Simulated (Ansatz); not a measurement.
This geometry of BFH$_{5}$NSi (9 atoms, charge 0, multiplicity 1) is a first-order saddle point.

The calculation used RKS PBE-D4/6-31G* (Ansatz).

```xyz
9
Properties=species:S:1:pos:R:3
N -0.612 1.485 0.274
B 0.277 0.469 0.634
Si 0.346 -1.239 -0.459
F -1.022 -2.129 -0.272
H -0.697 2.366 0.783
H -1.254 1.427 -0.517
H 0.986 0.671 1.591
H 0.463 -0.930 -1.935
H 1.513 -2.119 -0.098
```

Question: Which two structures does it join? (They come from a converged band through this point; their orientation in space is the band's.)

Answer: No bond is made or broken. The dihedral N1–B2–Si3–H9 goes from 112 to -119°.

Initial state:

```xyz
9
Properties=species:S:1:pos:R:3
N -0.394 1.560 0.166
B 0.033 0.368 0.758
Si 0.271 -1.247 -0.434
F -0.537 -2.562 0.112
H -0.502 2.436 0.678
H -0.636 1.646 -0.822
H 0.273 0.382 1.940
H -0.230 -0.946 -1.831
H 1.723 -1.637 -0.568
```

Final state:

```xyz
9
Properties=species:S:1:pos:R:3
N -0.740 1.301 0.502
B 0.477 0.627 0.380
Si 0.393 -1.181 -0.502
F -1.188 -1.439 -0.889
H -0.846 2.223 0.926
H -1.619 0.903 0.167
H 1.478 1.155 0.798
H 1.203 -1.278 -1.770
H 0.842 -2.312 0.389
```

Question: How far does it lie above each of them?

Answer: 0.040 eV above the first and 0.115 eV above the second. This is the barrier of this one path; another mechanism may lie lower.

Run time: 2.4 min on 1 thread of Intel(R) Xeon(R) Processor @ 2.50GHz (Skylake/Cascade Lake) (shared host), peak memory 0.14 GiB.
